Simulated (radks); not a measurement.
Values are calculated unless marked as measured or tabulated.
All-electron atom: B III in [He] 2s1.

Level of theory: non-relativistic Kohn-Sham, LDA (Slater exchange, VWN5 correlation), spin-polarised, spherical densities, point nucleus; open shells are filled with parallel spins first; hard spherical wall at 8 bohr (a radial shooting solver on a logarithmic mesh with Libxc functionals).

Energy parts (eV):
part                     energy
total                  -629.562
kinetic                 626.113
electron-nucleus      -1380.245
Hartree                 205.134
exchange-correlation    -80.564

Orbitals (lengths in bohr, moments of r in powers of bohr; <r^-3> diverges for s and p1/2):
| orbital | occ. | eigenvalue (eV) | <r^4> | <r^-3> |
|---|---|---|---|---|
| 1s up | 1 | -209.2841 | 0.05864 | - |
| 1s down | 1 | -208.4886 | 0.05771 | - |
| 2s up | 1 | -32.3600 | 16.46 | - |
| 2s down | 0 | -28.8651 | 19.42 | - |
| 2p up | 0 | -26.4909 | 17.14 | 1.589 |
| 2p down | 0 | -23.2289 | 21.11 | 1.573 |
| 3s up | 0 | -10.2109 | 393.3 | - |
| 3s down | 0 | -9.5291 | 438.3 | - |
| 3d up | 0 | -8.1807 | 271.6 | 0.06727 |
| 3d down | 0 | -7.1875 | 348.1 | 0.04995 |

The highest occupied level is 2s up at -32.360 eV. The density falls to 0.001 e/bohr^3 at r = 2.86 bohr. Summed over all electrons, <r^2> = 3.407 bohr^2, which gives a Langevin (diamagnetic) susceptibility term of -2.7 x 10^-6 cm^3/mol.
